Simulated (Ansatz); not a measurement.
Si₃₁H₃₆, a nanocrystal cut from cubic silicon. The state is a singlet with charge 0. Geometry PBE-D4/def2-SVP.

Cartesian coordinates in Å:
```
Si -2.301 2.604 3.205
Si 0.727 4.554 0.921
Si -4.230 -0.109 1.480
Si -3.528 -1.177 -2.129
Si 1.371 3.280 -2.580
Si -0.711 0.507 -4.126
Si -1.411 1.609 -0.500
Si 1.080 0.868 2.258
Si -0.997 -2.008 0.659
Si 1.809 -0.322 -1.311
Si -1.632 -0.969 4.259
Si 3.859 2.622 0.218
Si 4.256 -1.413 1.584
Si -0.298 -3.114 -2.971
Si 2.171 -4.008 -0.206
Si -3.110 1.928 1.098
Si -0.319 3.638 -0.976
Si -0.603 1.119 3.885
Si 2.158 2.915 1.823
Si -2.384 0.846 -2.502
Si -5.215 -0.885 -0.513
Si -2.676 -1.690 2.274
Si -1.968 -2.758 -1.351
Si 0.410 2.522 -4.588
Si 2.915 1.709 -1.738
Si 0.830 -1.078 -3.315
Si 0.128 0.020 0.287
Si 2.713 -0.569 3.160
Si 0.437 -3.734 1.362
Si 3.294 -1.958 -0.499
Si 1.232 -4.743 -2.235
H -3.443 2.506 4.189
H -1.814 4.030 3.202
H 1.571 5.727 0.485
H -0.272 5.048 1.935
H -5.293 0.119 2.532
H -4.121 -1.661 -3.433
H 2.096 4.589 -2.805
H -1.352 -0.045 -5.380
H -2.653 -0.831 5.362
H -0.612 -1.994 4.687
H 4.448 3.972 -0.116
H 4.967 1.749 0.748
H 5.369 -0.414 1.399
H 4.866 -2.674 2.149
H -0.948 -3.537 -4.269
H 3.165 -5.027 0.304
H -4.092 2.944 0.561
H -1.339 4.603 -1.538
H 0.027 1.611 5.168
H 2.764 3.410 3.117
H -3.354 1.901 -2.987
H -6.232 0.118 -0.999
H -5.923 -2.195 -0.267
H -3.374 -3.011 2.503
H -2.674 -4.062 -1.053
H -0.554 3.555 -5.116
H 1.479 2.292 -5.628
H 3.990 1.465 -2.773
H 1.932 -1.273 -4.333
H 2.036 -1.722 3.855
H 3.474 0.208 4.207
H 0.994 -3.461 2.735
H -0.384 -4.999 1.435
H 4.399 -2.151 -1.512
H 0.535 -6.065 -2.032
H 2.317 -4.931 -3.267
```

Single mean-field runs in def2-SVP, def2-mTZVP are fitted with def2-universal-jkfit.

(1) Estimate the orbital energies around the gap (eV) in Ansatz with LDA (SPW92)/def2-SVP, PBE-D4/def2-SVP, revPBE-D4/def2-SVP, r2SCAN-D4/def2-SVP, r2SCAN-D4/def2-mTZVP.

## Answers

(1) 
```tsv
orbital	LDA (SPW92)/def2-SVP	PBE-D4/def2-SVP	revPBE-D4/def2-SVP	r2SCAN-D4/def2-SVP	r2SCAN-D4/def2-mTZVP
HOMO−13	-7.00	-6.96	-6.94	-7.28	-7.29
HOMO−12	-6.87	-6.83	-6.81	-7.14	-7.15
HOMO−11	-6.85	-6.80	-6.78	-7.10	-7.10
HOMO−10	-6.81	-6.78	-6.75	-7.08	-7.08
HOMO−9	-6.63	-6.58	-6.56	-6.87	-6.87
HOMO−8	-6.54	-6.49	-6.47	-6.78	-6.78
HOMO−7	-6.49	-6.46	-6.44	-6.74	-6.75
HOMO−6	-6.46	-6.43	-6.41	-6.71	-6.73
HOMO−5	-6.42	-6.37	-6.35	-6.65	-6.65
HOMO−4	-6.38	-6.34	-6.32	-6.62	-6.62
HOMO−3	-6.35	-6.31	-6.28	-6.58	-6.58
HOMO−2	-6.18	-6.16	-6.14	-6.43	-6.44
HOMO−1	-6.17	-6.15	-6.13	-6.41	-6.42
HOMO	-6.15	-6.13	-6.11	-6.39	-6.40
LUMO	-2.45	-2.35	-2.30	-2.29	-2.27
LUMO+1	-2.42	-2.29	-2.23	-2.23	-2.24
LUMO+2	-2.35	-2.22	-2.16	-2.15	-2.17
LUMO+3	-2.34	-2.21	-2.15	-2.14	-2.14
LUMO+4	-2.31	-2.17	-2.12	-2.10	-2.11
LUMO+5	-2.29	-2.15	-2.09	-2.07	-2.09
```
